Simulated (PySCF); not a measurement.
# ZnBr and its ions

PBE0; basis Zn pcseg-1, Br pcseg-1; no relativity; PySCF 2.14. Neutral (UKS): doublet (σ ↑), Re = 2.315 Å, ωe = 275 cm⁻¹, De = 1.91 eV, HOMO -6.34 eV, LUMO -3.44 eV.

ZnBr⁺ (UKS): singlet (closed shell), Re = 2.199 Å, ωe = 344 cm⁻¹, De = 2.38 eV to Zn⁺ + Br. The energies at the minima are -4352.52512 hartree for ZnBr and -4352.20996 for ZnBr⁺.

Problem. Work out the adiabatic ionisation energy, without and with harmonic zero-point energies (1 hartree = 27.2114 eV, 1 eV = 8065.5 cm⁻¹), and the change of the bond length.

Solution. At PBE0: 0.31516 hartree = 8.576 eV between the minima; the zero-point term (344.0 − 275.0)/2 cm⁻¹ = +0.004 eV makes it 8.580 eV. Re changes by -11.6 pm against the neutral. The electron leaves a σ orbital; in so polar a molecule the change of length follows mostly from the change of the ionic charges.

For an ion De counts to the pair picked by the measured ionisation energies or electron affinities, which need not be the lowest pair at this level. States were picked by a PBE0 search and need not be the measured ground states.
